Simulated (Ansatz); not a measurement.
F₂HO₂V (`[O]=[V]([OH])([F])[F]`) at its PBE0-D4/def2-TZVP geometry, where that method's forces vanish. Total charge 0; spin multiplicity 1.

```xyz
6

O     1.4813   -0.1601    0.6128
V    -0.0436   -0.1943    0.3559
O    -0.3578    0.5822   -1.1693
F    -0.5695   -1.8340    0.2991
F    -0.8483    0.6524    1.6224
H     0.3380    0.9538   -1.7209
```

What forces (eV/Å) does r2SCAN-D4/def2-TZVPP give on these atoms in the Gaussian-basis code of Ansatz? (Best estimate.)

Computed: 
```
O1   1.126  0.021  0.197
V2  -0.754 -0.063 -0.040
O3  -0.146  0.191 -0.389
F4  -0.107 -0.323 -0.011
F5  -0.162  0.166  0.249
H6   0.042  0.008 -0.006
```
